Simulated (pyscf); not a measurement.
This saddle point was located with ωB97X-D3(BJ)/def2-SVP in PySCF.

```xyz
6

As    -0.4055    -0.6407    -0.0425
In     1.5587     0.7499     0.9250
H     -1.0572    -0.8896     1.3250
H      0.0235    -2.0955    -0.1487
H      1.5030    -0.5283    -0.6182
H      3.1661     1.1030     0.3952
```

Surface: singlet, charge 0. Lowest wavenumbers (cm⁻¹): 745i, 223, 333, 368, 501.

**Question.** What reaction is this the transition state of?

**Answer.** `[AsH2][InH2]` <-> `[AsH3]` + `[InH]` [singlet], a 1,1-elimination read from left to right: As–In, H–In broken and As–H formed. At CCSD(T)/def2-TZVPP + ΔMP2(QZVPP) it lies +50.9 kcal/mol from the left side and +34.9 kcal/mol from the right (each side as separated species at their lowest minima found). On the product side the descent ends in an adduct with a As–In contact (not fully relaxed), 7.3 kcal/mol under the separated species and 39.2 kcal/mol under the saddle at ωB97X-D3(BJ)/def2-TZVP. What is counted as broken (As–In) persists as a longer contact in the product adduct; parting that adduct is a step of its own. At ωB97X-D3(BJ) the barrier from the zero used here is 56.5 kcal/mol. This is the saddle that the search found; another between the same sides may lie lower. The CCSD(T) − MP2 part came from Ansatz, without density fitting, on the same reference. The frozen core leaves the outer d or s,p core shells of the metals and heavy elements correlated in the MP2 and CC values, and def2-TZVPP describes them poorly, which can shift differences by a few kcal/mol. Elements up to Kr have no core potential and no relativistic terms here. Elements past Kr carry the def2 core potentials, without spin-orbit coupling.
